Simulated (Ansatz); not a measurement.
# Molecular dynamics of C2H8B2

input.yaml

```yaml
crystal:
  periodic: [false, false, false]
  atoms:
    - { symbol: B, position_ang: [-0.662945, 1.798194, -0.304688] }
    - { symbol: C, position_ang: [-0.818641, 0.239506, -0.343602] }
    - { symbol: C, position_ang: [0.529242, -0.255028, 0.329055] }
    - { symbol: B, position_ang: [0.787119, -1.805073, 0.295558] }
    - { symbol: H, position_ang: [-0.104528, 2.384084, -1.204476] }
    - { symbol: H, position_ang: [-0.982745, 2.431272, 0.675349] }
    - { symbol: H, position_ang: [-0.877504, -0.192492, -1.358266] }
    - { symbol: H, position_ang: [-1.663434, -0.152231, 0.250845] }
    - { symbol: H, position_ang: [0.635235, 0.137447, 1.361514] }
    - { symbol: H, position_ang: [1.413002, 0.17183, -0.211711] }
    - { symbol: H, position_ang: [0.175924, -2.528265, -0.454408] }
    - { symbol: H, position_ang: [1.646375, -2.284444, 0.99883] }
magnetization:
  spin_polarized: true
basis:
  gaussian: { orbitals: "6-31G" }
hamiltonian:
  xc: revpbe
  dispersion: d4
md:
  timestep: 1.0
  n_steps: 157
  ensemble: nvt_langevin
  temperature: 1500.0
  initial_velocities: maxwell_boltzmann
  seed: 916785
  friction: 0.01
```

Run as:

```bash
$ ansatz run input.yaml --threads 1 --pin off --max-ram 2048MiB --backend cpu --events-out ev --progress --plain --runs-dir out
```

It starts from a relaxed structure.

Output, in part (step lines, the closing report, with atoms numbered from 0):

```
md step     0: t =     0.00 fs  T =  1375.0 K  F+E_penalty+E_count = -3554.34073654 eV  E_kin = 2.132790 eV  (24 SCF iters)
[... lines left out ...]
Total energy: -3552.91983188 eV, -130.5673955659 hartree
Atom 0 at    -1.421961     1.379881     0.077565 Å, force    -1.239340     0.546114    -1.571328 eV/Å
Atom 1 at     0.110101     1.046912    -0.000777 Å, force    -1.749853     1.247188    -2.128159 eV/Å
Atom 2 at     0.627165     0.549516     1.267089 Å, force    -1.662913    -3.916056    -0.155748 eV/Å
Atom 3 at     1.157669    -0.928503     1.217283 Å, force     0.353746    -0.242735     1.990783 eV/Å
Atom 4 at    -1.917606     1.598218    -1.083939 Å, force    -0.052171    -0.116991     1.286453 eV/Å
Atom 5 at    -2.157001     1.518150     1.134794 Å, force     1.074695    -0.231556    -1.191554 eV/Å
Atom 6 at     0.527048     2.057452    -0.232985 Å, force     0.030271     0.165302    -0.170974 eV/Å
Atom 7 at     0.393773     0.466562    -0.916727 Å, force    -0.322853     0.095539     0.395430 eV/Å
Atom 8 at    -0.258308     0.452566     1.999617 Å, force     0.504555    -0.674578    -0.337090 eV/Å
Atom 9 at     1.031458     1.351705     1.718715 Å, force     2.964169     2.583648     2.413660 eV/Å
Atom 10 at     0.960366    -1.703422     0.172485 Å, force     0.443982     0.955317     1.581103 eV/Å
Atom 11 at     1.584171    -1.229520     2.467479 Å, force    -0.344290    -0.411191    -2.112578 eV/Å
Dipole moment:     0.088789     0.187463    -0.002851 e Å
```

The steps, from the saved trajectory:

```json
{"time (fs)": "0", "T (K)": "1375", "potential energy less start (eV)": "0.000"}
{"time (fs)": "5", "T (K)": "859", "potential energy less start (eV)": "0.731"}
{"time (fs)": "10", "T (K)": "590", "potential energy less start (eV)": "1.034"}
{"time (fs)": "15", "T (K)": "964", "potential energy less start (eV)": "0.712"}
{"time (fs)": "20", "T (K)": "879", "potential energy less start (eV)": "0.937"}
{"time (fs)": "25", "T (K)": "735", "potential energy less start (eV)": "1.317"}
{"time (fs)": "30", "T (K)": "980", "potential energy less start (eV)": "0.953"}
{"time (fs)": "35", "T (K)": "832", "potential energy less start (eV)": "1.201"}
{"time (fs)": "40", "T (K)": "820", "potential energy less start (eV)": "1.105"}
{"time (fs)": "45", "T (K)": "825", "potential energy less start (eV)": "1.219"}
{"time (fs)": "50", "T (K)": "1120", "potential energy less start (eV)": "1.206"}
{"time (fs)": "55", "T (K)": "973", "potential energy less start (eV)": "1.182"}
{"time (fs)": "60", "T (K)": "831", "potential energy less start (eV)": "1.484"}
{"time (fs)": "65", "T (K)": "995", "potential energy less start (eV)": "1.417"}
{"time (fs)": "70", "T (K)": "1193", "potential energy less start (eV)": "1.183"}
{"time (fs)": "75", "T (K)": "1143", "potential energy less start (eV)": "1.577"}
{"time (fs)": "80", "T (K)": "1395", "potential energy less start (eV)": "1.493"}
{"time (fs)": "85", "T (K)": "1643", "potential energy less start (eV)": "0.828"}
{"time (fs)": "90", "T (K)": "1033", "potential energy less start (eV)": "2.149"}
{"time (fs)": "95", "T (K)": "1232", "potential energy less start (eV)": "1.603"}
{"time (fs)": "100", "T (K)": "1452", "potential energy less start (eV)": "1.322"}
{"time (fs)": "105", "T (K)": "882", "potential energy less start (eV)": "2.151"}
{"time (fs)": "110", "T (K)": "1408", "potential energy less start (eV)": "1.484"}
{"time (fs)": "115", "T (K)": "1412", "potential energy less start (eV)": "1.850"}
{"time (fs)": "120", "T (K)": "1297", "potential energy less start (eV)": "1.422"}
{"time (fs)": "125", "T (K)": "1434", "potential energy less start (eV)": "1.168"}
{"time (fs)": "130", "T (K)": "1253", "potential energy less start (eV)": "1.535"}
{"time (fs)": "135", "T (K)": "1116", "potential energy less start (eV)": "1.591"}
{"time (fs)": "140", "T (K)": "1164", "potential energy less start (eV)": "1.471"}
{"time (fs)": "145", "T (K)": "934", "potential energy less start (eV)": "1.456"}
{"time (fs)": "150", "T (K)": "1320", "potential energy less start (eV)": "1.395"}
{"time (fs)": "155", "T (K)": "1417", "potential energy less start (eV)": "1.052"}
```

The run went to its last step. The mean temperature of the second half is 12 % below the set value. A run of 0.16 ps of so small a system gives no equilibrium averages. Limits of this set-up: no polarisation functions.

The same pairs are bonded in the first frame and the last. Pairs count as bonded within 1.25 times the sum of covalent radii (0.12 Å more for H–H).

Last frame:

```xyz
12
Properties=species:S:1:pos:R:3
B -1.422 1.380 0.078
C 0.110 1.047 -0.001
C 0.627 0.549 1.267
B 1.158 -0.928 1.217
H -1.918 1.598 -1.084
H -2.157 1.518 1.135
H 0.527 2.058 -0.233
H 0.394 0.467 -0.917
H -0.258 0.453 2.000
H 1.032 1.352 1.719
H 0.960 -1.703 0.172
H 1.584 -1.230 2.467
```

The run took 13 min on 1 thread of Arm Neoverse N1, with other jobs on the host, peak memory 0.13 GiB.
